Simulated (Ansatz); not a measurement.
(1) Predict a relaxed structure of trans-V(PH3)2F4 (VP₂H₆F₄), charge 0, doublet, at r2SCAN-D4/def2-SVP (Ansatz).

Results:

(1) 
```xyz
13

F    -0.234    0.761   -1.597
F     0.218   -0.761    1.590
F     1.677   -0.326   -0.474
F    -1.688    0.337    0.473
P    -0.824   -2.146   -1.083
P     0.826    2.146    1.084
V    -0.007    0.003   -0.002
H    -0.011   -2.740   -2.080
H    -2.039   -2.038   -1.803
H    -1.114   -3.294   -0.303
H     1.221    3.259    0.300
H     1.988    1.994    1.879
H    -0.013    2.804    2.016
```
The metal has 6 neighbours: F 1.78 Å, F 1.78 Å, F 1.78 Å, F 1.78 Å, P 2.54 Å, P 2.54 Å. This is one stationary point.

Another isomer (doublet) lies 0.35 eV lower at PBE0-D4/def2-TZVP; other spin states weren't run for this one.
